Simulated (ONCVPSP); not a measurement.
**Hf (Z = 72), ONCV: configuration errors across variants**

| Quantity | Value |
| --- | --- |
| Element | hafnium |
| Generator | ONCVPSP 4.0.1 |
| Type | optimised norm-conserving Vanderbilt (ONCV) |
| Functional | PBE |
| Relativity | scalar-relativistic |
| Frozen core | [Kr] 4d10 4f14 |
| Valence charge | 12 |
| Reference configuration | 5s2 5p6 5d2 6s2 |
| Partial waves | 5s+6s: rc 1.45 bohr, ncon 3, nbas 7, qcut 7.1 1/bohr, 3 projectors, debl 1.8 Ha; 5p: rc 1.40 bohr, ncon 3, nbas 7, qcut 6.1 1/bohr, 2 projectors, debl 1.8 Ha; 5d: rc 3.20 bohr, ncon 3, nbas 8, qcut 6 1/bohr, 2 projectors, debl 0.8 Ha |
| Local potential | polynomial inside 0.95 bohr (lpopt 5, dvloc0 0 Ha) |
| Core correction | none |

All-electron excitation energies from the reference (eV): (1) 5s2 5p6 5d2 6s1 7.977; (2) 5s2 5p6 5d2 6s0 22.157; (3) 5s2 5p6 5d1 6s2 6.499.

1 further variants failed, have other tests or too few solved ones, and are left out.

Errors AE − PS in meV (a dash: test not solved or not reliable):

| change | (1) | (2) | (3) | bound ghosts | GHOST(+) flags above zero |
| --- | --- | --- | --- | --- | --- |
| base | +0.8 | +16 | +8.7 | none | s, p, d |
| p: ncon 5, nbas 9 | +0.9 | +16 | +9.0 | none | s, p, d |
| local potential polynomial inside 0.95 bohr (lpopt 5, dvloc0 1 Ha) | +0.8 | +16 | +8.7 | none | s, p |
| d: debl 0.85 | +0.8 | +16 | +8.7 | none | s, p, d |
| s: nproj 4 | +0.9 | +16 | +8.7 | none | s, p, d |

**Question.** Give the same row for: p: rc 1.18.

**Answer.** +0.9, +16, +9.0; bound ghosts: none; GHOST(+) flags above zero: s, p, d.
